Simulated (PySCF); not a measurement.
**`C=CC[SiH2]P[SiH2]O`, C3H11OPSi2**

Molfile (atoms numbered from 1):
```
C3H11OPSi2
     RDKit          3D

 18 17  0  0  0  0  0  0  0  0999 V2000
   -2.4617    0.5854    0.9653 C   0  0  0  0  0  0  0  0  0  0  0  0
   -2.3518    0.1501   -0.2780 C   0  0  0  0  0  0  0  0  0  0  0  0
   -1.8310   -1.1880   -0.6593 C   0  0  0  0  0  0  0  0  0  0  0  0
   -0.0320   -1.0598   -1.3060 Si  0  0  0  0  0  4  0  0  0  0  0  0
    1.2470   -0.4455    0.4072 P   0  0  0  0  0  0  0  0  0  0  0  0
    2.8086    0.7810   -0.6247 Si  0  0  0  0  0  4  0  0  0  0  0  0
    3.7819    1.4355    0.4954 O   0  0  0  0  0  0  0  0  0  0  0  0
   -2.8195    1.5745    1.1969 H   0  0  0  0  0  0  0  0  0  0  0  0
   -2.2051   -0.0397    1.8056 H   0  0  0  0  0  0  0  0  0  0  0  0
   -2.6140    0.7986   -1.1048 H   0  0  0  0  0  0  0  0  0  0  0  0
   -2.4529   -1.6234   -1.4413 H   0  0  0  0  0  0  0  0  0  0  0  0
   -1.8508   -1.8569    0.2018 H   0  0  0  0  0  0  0  0  0  0  0  0
    0.4358   -2.3798   -1.7377 H   0  0  0  0  0  0  0  0  0  0  0  0
   -0.0018   -0.1482   -2.4588 H   0  0  0  0  0  0  0  0  0  0  0  0
    0.4631    0.6194    0.7957 H   0  0  0  0  0  0  0  0  0  0  0  0
    3.5487   -0.1288   -1.5017 H   0  0  0  0  0  0  0  0  0  0  0  0
    2.3226    1.9568   -1.3337 H   0  0  0  0  0  0  0  0  0  0  0  0
    4.0042    0.9752    1.3017 H   0  0  0  0  0  0  0  0  0  0  0  0
  1  2  2  0
  2  3  1  0
  3  4  1  0
  4  5  1  0
  5  6  1  0
  6  7  1  0
  1  8  1  0
  1  9  1  0
  2 10  1  0
  3 11  1  0
  3 12  1  0
  4 13  1  0
  4 14  1  0
  5 15  1  0
  6 16  1  0
  6 17  1  0
  7 18  1  0
M  END
```

The calculation used PySCF 2.14.0, GIAO KT3/pcSseg-1 magnetisability, rotational g tensor and spin-rotation constants, non-relativistic, gas phase. Geometry: GFN2-xTB.

Question: Give the nuclear spin-rotation constants along the inertial axes (H = +C I·J) beside the isotropic shieldings.

Answer: Rotational constants 2.6541, 0.6609, 0.5870 GHz. A star marks the isotopologue with that one atom substituted, in its own axes.
| atom | isotope | Caa (kHz) | Cbb (kHz) | Ccc (kHz) | mean (kHz) | σ (ppm) |
| --- | --- | --- | --- | --- | --- | --- |
| P5 | 31P | 2.021 | 0.496 | 0.528 | 1.015 | 637.9 |
| H8 | 1H | -0.293 | 0.015 | -0.022 | -0.100 | 26.6 |
| H9 | 1H | -0.306 | -0.062 | 0.048 | -0.107 | 26.7 |
| H10 | 1H | -0.277 | -0.067 | 0.053 | -0.097 | 26.0 |
| H11 | 1H | -0.092 | -0.029 | -0.061 | -0.061 | 29.5 |
| H12 | 1H | -0.289 | -0.072 | 0.015 | -0.115 | 30.1 |
| H13 | 1H | -0.232 | 0.007 | -0.037 | -0.087 | 27.7 |
| H14 | 1H | -0.223 | -0.060 | 0.020 | -0.088 | 27.7 |
| H15 | 1H | -0.249 | -0.015 | -0.057 | -0.107 | 30.8 |
| H16 | 1H | -0.182 | 0.024 | -0.048 | -0.069 | 26.4 |
| H17 | 1H | -0.222 | -0.052 | 0.028 | -0.082 | 26.4 |
| H18 | 1H | -0.324 | -0.080 | -0.005 | -0.137 | 31.1 |
| C1 | 13C* | 0.409 | 0.200 | 0.235 | 0.281 | 73.9 |
| C2 | 13C* | 0.406 | 0.226 | 0.264 | 0.299 | 54.8 |
| C3 | 13C* | 0.443 | 0.100 | 0.085 | 0.209 | 161.1 |
| Si4 | 29Si* | -1.377 | -0.365 | -0.336 | -0.693 | 421.6 |
| Si6 | 29Si* | -1.462 | -0.412 | -0.357 | -0.744 | 382.8 |
| O7 | 17O* | -0.178 | -0.075 | -0.030 | -0.094 | 303.2 |

For the geometry as given, no vibrational averaging.

Question: How do the rotational constants and the g tensor change when H8, H9, H10, H11, H12, H13, H14, H15, H16, H17, H18 are replaced by deuterium?

Answer: Constants 2.1783, 0.5960, 0.5266 GHz; g -0.0216, -0.0077, -0.0081, against -0.0263, -0.0085, -0.0090 before.
